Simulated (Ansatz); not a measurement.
CH4N (SMILES C[NH-]), charge -1, singlet, at a GFN2-xTB geometry (a gas-phase anion, which may not be bound at this level), with bond 3-1 at 3.0 times its length; PBE/def2-SVP run with Ansatz (a program for electronic structure).

The Ansatz input:
Ansatz 0.2 input:
```yaml
crystal:
  periodic: [false, false, false]
  atoms:
    - {symbol: C, position_ang: [0.03918329, 0.57726037, 0.02256172]}
    - {symbol: N, position_ang: [0.01386466, -0.79320152, 0.08399166]}
    - {symbol: H, position_ang: [-3.03894250, 2.33268127, 0.02143216]}
    - {symbol: H, position_ang: [-0.49443487, -1.14362403, -0.75261679]}
    - {symbol: H, position_ang: [0.57583997, 0.97766943, 0.90352376]}
    - {symbol: H, position_ang: [0.57330122, 1.09240237, -0.89640406]}
basis:
  gaussian:
    orbitals: def2-SVP
hamiltonian:
  xc: pbe
total_charge: -1
```

Q: Predict the main parts of the log of this Ansatz run.

A: 
```
Functional definition: PBE
562 factors; their error is unknown
mean field evaluation 1: about -2579.9016 eV, gradient 2.0e1 eV
mean field evaluation 2: about -2557.6146 eV, gradient 5.5e1 eV
mean field evaluation 4: about -2580.5190 eV, gradient 1.8e1 eV
mean field evaluation 8: about -2581.3682 eV, gradient 1.1e1 eV
mean field evaluation 16: about -2582.5249 eV, gradient 9.5e-5 eV
mean field -2582.52487597 eV, -94.9060386938 hartree, gradient 2.0e-5 eV, S^2 0.000000; 0 other end points of the search recorded, 0 dependent functions left out
reference -2582.52490194 eV, -94.9060396480 hartree; 9, 9 occupied and 39, 39 virtual orbitals, 562 factors
Total energy: -2582.52490194 eV, -94.9060396480 hartree
```
